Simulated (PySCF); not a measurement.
Geometry (Å), atoms numbered from 1 in this order:
```xyz
19

C    -3.0861    0.1627    1.1918
C    -2.4927   -0.1825   -0.1329
N    -1.3489    0.0799   -0.5585
Si    0.0332    0.9126    0.0370
N     1.3654   -0.1431   -0.3204
C     1.3669   -0.7801   -1.6235
Si    2.8823   -0.1275    0.5092
H    -2.3708    0.7004    1.8066
H    -3.3993   -0.7485    1.6995
H    -3.9733    0.7758    1.0385
H    -3.1634   -0.7306   -0.8021
H     0.0390    2.1499   -0.7543
H     0.1494    1.2059    1.4664
H     1.8273   -0.1390   -2.3821
H     1.9301   -1.7134   -1.5853
H     0.3468   -0.9980   -1.9305
H     3.3911   -1.5032    0.4901
H     2.6333    0.3382    1.8685
H     3.8598    0.7498   -0.1539
```

- structure optimised with GFN2-xTB
- σ from GIAO-PBE0/pcSseg-1
- run in PySCF 2.14.0 with density-fitted response routines
- averaged over atoms made equivalent by symmetry, fast rotation or ring inversion, relativity neglected, no solvent, one computed conformer

Chemical shifts δ = σref − σ; ¹³C (186.93 ppm), ¹H (31.72 ppm), ²⁹Si (349.16 ppm) vs TMS; NH3 for ¹⁵N (267.73 ppm), all at this level.

| atoms | nucleus | count | δ (ppm) |
| --- | --- | --- | --- |
| N5 | ¹⁵N | 1 | 12.2 |
| H14/H15/H16 | ¹H | 3 | 3.08 |
| H17/H18/H19 | ¹H | 3 | ? |
| H11 | ¹H | 1 | ? |
| Si7 | ²⁹Si | 1 | -50.5 |
| H12/H13 | ¹H | 2 | 5.31 |
| N3 | ¹⁵N | 1 | ? |
| C1 | ¹³C | 1 | 31.4 |
| H8/H9/H10 | ¹H | 3 | ? |
| C2 | ¹³C | 1 | 177.0 |
| C6 | ¹³C | 1 | 33.2 |
| Si4 | ²⁹Si | 1 | -48.7 |

Fill in the missing shifts.

Results:


- H11: 8.63 ppm, hydrogen on a C=N carbon
- H17/H18/H19: 4.68 ppm, hydrogen on a silicon bonded to N
- H8/H9/H10: 2.09 ppm, hydrogen on a methyl carbon
- N3: 378.0 ppm, imine nitrogen

Shifts are as computed. Against solution values, carbons near 30 ppm lie about +3 ppm off and those near 130 ppm about +5 ppm. Of 1309 compounds with measured shifts, 239 miss one by over three times the rms of a fit or turn the order of signals round; such compounds aren't used in these exercises. Experimental scales use liquid or dissolved standards, which lie at an offset from isolated NH3 (liquid NH3: subtract about 20 ppm). Unscaled 15N shifts of sp2 nitrogen come out 20 to 40 ppm too high even then.
